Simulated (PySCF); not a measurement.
## Calculated data, C3H7Al, AlBH3O2, Al2FO, B2H5OSi

Computed with PySCF 2.14.0. Calculation on a computer-drawn molecule: the log of a Hartree-Fock and frozen-core CCSD(T) single point meant for a local Hartree-Fock minimum, with one planted fault or none, to be diagnosed. Offsets are logged minus clean, where the clean run is the same molecule without the fault. The reference is restricted for singlets and unrestricted otherwise, and also for a bond in bohr or an excited solution. Adding or removing an electron swaps singlet and doublet. The excited solution moves the top pair (singlet) or top alpha electron (doublet) to the lowest empty orbital. Highest occupied and lowest empty are orbital energies over both spins, largest force is the largest gradient component, triples share is (T) over the correlation energy, the T1 limit is 0.02 restricted and 0.045 unrestricted, electrons count all cores, a negative frequency is imaginary (commonest isotopes), and the dipole is about the centre of nuclear charge.

Common to all runs: meant charge 0; meant basis cc-pV(D+d)Z; logged SCF converged yes; logged CC converged yes; logged SCF stable within its kind yes; possible faults no fault, one electron removed, one electron added, multiplicity raised by two, geometry at a saddle point, SCF held on an excited solution, minimal basis STO-3G, one bond length entered in bohr, all coordinates scaled.

```yaml
- entry: 1
  formula: C3H7Al
  logged_structure:
    atoms_angstrom:
      - [C, -1.7979, -0.1288, -0.6718]
      - [C, -1.4732, 0.2624, 0.7693]
      - [C, -0.3861, 1.3493, 0.8738]
      - [Al, -0.7794, 3.2019, 0.1829]
      - [H, -0.9067, -0.495, -1.1892]
      - [H, -2.5525, -0.9181, -0.7107]
      - [H, -2.1848, 0.7202, -1.2462]
      - [H, -1.169, -0.6377, 1.3145]
      - [H, -2.3921, 0.6049, 1.2601]
      - [H, -0.1142, 1.4916, 1.9345]
      - [H, 0.5401, 0.9875, 0.3961]
  given:
    meant_multiplicity: 1
    logged_electrons: 38
    logged_basis_functions: 100
    logged_spin_squared: 2.0102
    "logged_highest_occupied [eV]": -5.9769
    "logged_lowest_empty [eV]": 0.43759
    "logged_largest_force [hartree/bohr]": 0.012477
    logged_T1_diagnostic: 0.016554
    logged_D1_diagnostic: 0.075701
    logged_triples_share: 0.030367
    "logged_dipole_magnitude [debye]": 0.43837
    "logged_energy_HF [hartree]": -359.52695
    "logged_energy_CCSD(T) [hartree]": -360.06176
    drawn_bonds_atom: [1, 2, 3, 1, 1, 1, 2, 2, 3, 3]
    drawn_bonds_other_atom: [2, 3, 4, 5, 6, 7, 8, 9, 10, 11]
    drawn_bonds_order: [1, 1, 1, 1, 1, 1, 1, 1, 1, 1]
  results:
    planted_fault: "multiplicity raised by two"
    "HF_energy_offset_from_clean_run [kcal/mol]": 28.84
    "CCSD(T)_energy_offset_from_clean_run [kcal/mol]": 43.78
- entry: 2
  formula: AlBH3O2
  logged_structure:
    atoms_angstrom:
      - [B, 0.03, -1.0957, 2.2784]
      - [O, 0.1481, -0.5976, 1.0417]
      - [Al, 0.1606, 0.102, -0.4994]
      - [O, 1.4903, -0.1414, -1.5069]
      - [H, -0.4724, -2.1804, 2.4457]
      - [H, 0.4298, -0.4615, 3.2244]
      - [H, 2.2783, -0.6347, -1.3451]
  given:
    meant_multiplicity: 2
    logged_electrons: 36
    logged_basis_functions: 80
    logged_spin_squared: 0.0
    "logged_highest_occupied [eV]": -16.04
    "logged_lowest_empty [eV]": -7.9561
    "logged_largest_force [hartree/bohr]": 0.076732
    logged_T1_diagnostic: 0.018211
    logged_D1_diagnostic: 0.050722
    logged_triples_share: 0.023473
    "logged_dipole_magnitude [debye]": 5.4087
    "logged_energy_HF [hartree]": -417.88998
    "logged_energy_CCSD(T) [hartree]": -418.42034
    drawn_bonds_atom: [1, 2, 3, 1, 1, 4]
    drawn_bonds_other_atom: [2, 3, 4, 5, 6, 7]
    drawn_bonds_order: [1, 1, 1, 1, 1, 1]
  results:
    planted_fault: "one electron removed"
    "HF_energy_offset_from_clean_run [kcal/mol]": 197.5
    "CCSD(T)_energy_offset_from_clean_run [kcal/mol]": 198.6
- entry: 3
  formula: Al2FO
  logged_structure:
    atoms_angstrom:
      - [O, -0.014, 1.8573, -4.7134]
      - [Al, -0.0199, 0.7284, -3.6145]
      - [Al, -0.4163, -1.2468, -1.881]
      - [F, 0.8884, -1.5786, -0.9186]
  given:
    meant_multiplicity: 2
    logged_electrons: 44
    logged_basis_functions: 74
    logged_spin_squared: 0.0
    "logged_highest_occupied [eV]": -1.9194
    "logged_lowest_empty [eV]": 4.7601
    "logged_largest_force [hartree/bohr]": 0.037096
    logged_T1_diagnostic: 0.02896
    logged_D1_diagnostic: 0.078468
    logged_triples_share: 0.031373
    "logged_dipole_magnitude [debye]": 2.9525
    "logged_energy_HF [hartree]": -658.22301
    "logged_energy_CCSD(T) [hartree]": -658.75701
    drawn_bonds_atom: [1, 2, 3]
    drawn_bonds_other_atom: [2, 3, 4]
    drawn_bonds_order: [2, 1, 1]
  results:
    planted_fault: "one electron added"
    "HF_energy_offset_from_clean_run [kcal/mol]": -27.71
    "CCSD(T)_energy_offset_from_clean_run [kcal/mol]": -44.31
  notes: ["T1 above single-reference limit"]
- entry: 4
  formula: B2H5OSi
  logged_structure:
    atoms_angstrom:
      - [B, -0.2508, 0.5087, 0.2529]
      - [B, -1.3336, -0.3518, -0.0938]
      - [Si, -1.9978, -0.4425, -1.8025]
      - [O, -3.4954, -0.3926, -1.817]
      - [H, 0.5564, 1.1701, 0.4746]
      - [H, -1.7769, -0.9952, 0.6607]
      - [H, -1.6126, 0.5681, -2.5832]
      - [H, -1.5605, -1.5816, -2.3601]
      - [H, -3.9196, -0.9084, -1.2871]
  given:
    meant_multiplicity: 2
    logged_electrons: 37
    logged_basis_functions: 90
    logged_spin_squared: 0.7562
    "logged_highest_occupied [eV]": -9.2922
    "logged_lowest_empty [eV]": 0.83249
    "logged_largest_force [hartree/bohr]": 0.089847
    logged_T1_diagnostic: 0.017164
    logged_D1_diagnostic: 0.061683
    logged_triples_share: 0.023803
    "logged_dipole_magnitude [debye]": 1.9301
    "logged_energy_HF [hartree]": -415.94084
    "logged_energy_CCSD(T) [hartree]": -416.42531
    drawn_bonds_atom: [1, 2, 3, 1, 2, 3, 3, 4]
    drawn_bonds_other_atom: [2, 3, 4, 5, 6, 7, 8, 9]
    drawn_bonds_order: [1, 1, 1, 1, 1, 1, 1, 1]
  results:
    planted_fault: "all coordinates scaled, by -9.8 %"
    "HF_energy_offset_from_clean_run [kcal/mol]": 60.82
    "CCSD(T)_energy_offset_from_clean_run [kcal/mol]": 66.05
```
